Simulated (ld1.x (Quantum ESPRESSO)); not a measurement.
## What one change does to a pseudopotential (I (Z = 53), TM)

* Element: iodine (I)
* Generator: ld1.x (Quantum ESPRESSO) 7.5
* Type: norm-conserving Troullier–Martins (Kleinman–Bylander form)
* Functional: PBE
* Relativity: scalar-relativistic
* Frozen core: [Kr]
* Valence charge: 17
* Reference configuration: 4d10 5s2 5p5
* Partial waves: 5s (bound): rc 1.55 bohr; 4d (bound): rc 1.40 bohr; 5p (bound): rc 2.15 bohr
* Local potential: the p channel
* Core correction: none

Change: wave 5p (bound): rc 2.15 bohr becomes 5p (bound): rc 2.22 bohr.

Cutoffs: the cutoffs (Ry, on a coarse ladder) from which the occupation-weighted sum of valence levels, in a spherical-Bessel basis at the reference potential, stays within 10 and 1 mRy of its value at 400 Ry; they do not see the model core or the augmentation charge, which bear on the density cutoff. Errors are all-electron minus pseudo energies relative to the spin-unpolarised reference configuration.

Task: How do hardness, ghosts and transferability respond?

Result: The potential gets neither clearly harder nor softer (110 Ry and 180 Ry → 110 Ry and 180 Ry); the d channel sets the loose cutoff, while the largest relative change is in p, which becomes softer; of the 7 tests that both files solve, the error grows in 3 and shrinks in 2 by more than 15 % and 0.3 meV (median size 2.8 → 4.8 meV); neither file shows a bound ghost.

| quantity | base | changed |
| --- | --- | --- |
| cutoff, loose | 110 Ry | 110 Ry |
| cutoff, tight | 180 Ry | 180 Ry |
| loose cutoff by channel (10 mRy a level) | s 30 Ry, d 90 Ry, p 15 Ry | s 30 Ry, d 90 Ry, p 12 Ry |
| bound ghosts | none | none |
| error for 4d10 5s2 5p4, meV [ΔE 11.13 eV] | -0.6 | -0.1 |
| error for 4d10 5s2 5p3, meV [ΔE 30.98 eV] | +5.6 | +7.5 |
| error for 4d10 5s2 5p2, meV [ΔE 60.31 eV] | +25 | +29 |
| error for 4d10 5s2 5p1, meV [ΔE 99.73 eV] | +66 | +74 |
| error for 4d10 5s1 5p6, meV [ΔE 10.41 eV] | -2.8 | -1.7 |
| error for 4d10 5s2 5p5.3, meV [ΔE -1.78 eV] | +0.6 | +0.6 |
| error for 4d10 5s1 5p5, meV [ΔE 22.11 eV] | +2.7 | +4.8 |
